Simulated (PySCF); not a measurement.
BTe: a base run and its variants

Base input, run as `python input.py` with PySCF 2.14:

```python
from pyscf import gto, scf, mp

mol = gto.M(
    atom='B 0 0 0; Te 0 0 2.455',
    basis='def2-svpd',
    ecp={'Te': 'def2-svpd'},
    charge=0,
    spin=1,
    verbose=4,
)
mf = scf.UHF(mol)
mf.kernel()
mp.MP2(mf, frozen=5).kernel()
mf.dip_moment()
print('orbital energies (hartree):', [e[max(0, n-3):n+3].round(4) for e, n in zip(mf.mo_energy, mol.nelec)])
```

Base result: E(SCF) = -291.525401 Eh, E(MP2) − E(SCF) = -0.16900 Eh, ⟨S²⟩ = 0.797, μz(SCF) = -2.34 D. The bond length is a typed value, not an optimised one. No search for the lowest solution was made.

Wall time 1.2 s on one thread of a shared host.

Each row names what differs from the base; energies in brackets are changes from the base.

| change | result |
| --- | --- |
| basis set: def2-svpd → sbkjc; frozen orbitals: 5 → 0 [with its own core potential] | E(SCF) = -10.415190 Eh, 15 cycles, E(MP2) − E(SCF) = -0.06632 Eh, ⟨S²⟩ = 0.795, μz(SCF) = -2.36 D |
| charge: 0 → 1; spin (2S): 1 → 2 [another spin of the ion may lie lower] [a high spin state] | E(SCF) = -291.249806 Eh (+7.4993 eV), E(MP2) − E(SCF) = -0.12758 Eh, ⟨S²⟩ = 2.067 |
| geometry: bond 2.455 → bond 2.381 | E(SCF) = -291.535057 Eh (-0.2627 eV), E(MP2) − E(SCF) = -0.17290 Eh, ⟨S²⟩ = 0.795, μz(SCF) = -2.10 D |
| step after the SCF: mp2 → gradient | E(SCF) = -291.525401 Eh (+0.0000 eV), ⟨S²⟩ = 0.797, μz(SCF) = -2.34 D, gradient on the second atom 0.0672 Eh/bohr |
| functional: none (Hartree–Fock) → lc_wpbe; SCF type: UHF → UKS; step after the SCF: mp2 → analyze | E(SCF) = -292.679957 Eh, ⟨S²⟩ = 0.778, μz(SCF) = -1.44 D |
| spin-free X2C: off → on [unsound on purpose] | stops with NotImplementedError |
| functional: none (Hartree–Fock) → olyp; SCF type: UHF → UKS; step after the SCF: mp2 → analyze | E(SCF) = -292.969333 Eh, ⟨S²⟩ = 0.774, μz(SCF) = -0.49 D |
| functional: none (Hartree–Fock) → r2scan; SCF type: UHF → UKS; step after the SCF: mp2 → analyze | E(SCF) = -292.788522 Eh, ⟨S²⟩ = 0.826, μz(SCF) = -0.80 D |
| length unit: angstrom → bohr [unsound on purpose] | E(SCF) = -290.961161 Eh (+15.3537 eV), 12 cycles, E(MP2) − E(SCF) = -0.17961 Eh, ⟨S²⟩ = 0.780, μz(SCF) = 1.03 D |
| convergence threshold: default → 1e-16 [unsound on purpose] | not converged: SCF after 50 cycles |
| spin (2S): 1 → 5 [a high spin state] | E(SCF) = -291.458917 Eh (+1.8091 eV), 14 cycles, E(MP2) − E(SCF) = -0.11073 Eh, ⟨S²⟩ = 8.762, μz(SCF) = 3.89 D |
| basis set: def2-svpd → def2-svp [with its own core potential] | E(SCF) = -291.522796 Eh, E(MP2) − E(SCF) = -0.16221 Eh, ⟨S²⟩ = 0.796, μz(SCF) = -2.28 D |
| core potential: on → off [unsound on purpose] | not converged: SCF after 50 cycles |
| smearing width (hartree): none → 0.2; step after the SCF: mp2 → none [unsound on purpose] [smearing does not keep the typed spin] | E(SCF) = -289.775298 Eh (+47.6227 eV), μz(SCF) = -0.54 D |
| damping: none → 0.5 | E(SCF) = -291.525401 Eh (+0.0000 eV), 21 cycles, E(MP2) − E(SCF) = -0.16900 Eh, ⟨S²⟩ = 0.797, μz(SCF) = -2.34 D |
| electric field along z (a.u.): none → 0.05 [an earlier cycle lay lower, so not the lowest solution of its kind] [may be another electronic state] | E(SCF) = -291.614836 Eh (-2.4336 eV), E(MP2) − E(SCF) = -0.21450 Eh, ⟨S²⟩ = 0.777, μz(SCF) = 13.09 D |
| functional: none (Hartree–Fock) → wb97x; SCF type: UHF → UKS; step after the SCF: mp2 → analyze | E(SCF) = -292.730932 Eh, ⟨S²⟩ = 0.754, μz(SCF) = 0.48 D |
| charge: 0 → 2 | not converged: SCF after 50 cycles |
| density fitting: none → def2-universal-jkfit | E(SCF) = -291.525386 Eh (+0.0004 eV), E(MP2) − E(SCF) = -0.16899 Eh, ⟨S²⟩ = 0.797, μz(SCF) = -2.34 D |
| basis set: def2-svpd → crenbl; frozen orbitals: 5 → 0 [with its own core potential] | E(SCF) = -96.891915 Eh, E(MP2) − E(SCF) = -0.26849 Eh, ⟨S²⟩ = 0.804, μz(SCF) = -2.50 D |
| geometry: bond 2.455 → bond 2.16 [spin-contaminated] | E(SCF) = -291.566762 Eh (-1.1255 eV), E(MP2) − E(SCF) = -0.17557 Eh, ⟨S²⟩ = 1.090, μz(SCF) = -0.71 D |
| SCF type: UHF → RHF [runs as restricted open-shell] | E(SCF) = -291.518453 Eh (+0.1891 eV), 13 cycles, E(MP2) − E(SCF) = -0.17068 Eh, μz(SCF) = -2.32 D |

Order these changes by how far they move the SCF energy from the base, largest first: (1) SCF type: UHF → RHF; (2) electric field along z (a.u.): none → 0.05; (3) geometry: bond 2.455 → bond 2.16; (4) geometry: bond 2.455 → bond 2.381.

(2) -2.4336 eV, (3) -1.1255 eV, (4) -0.2627 eV, (1) +0.1891 eV.
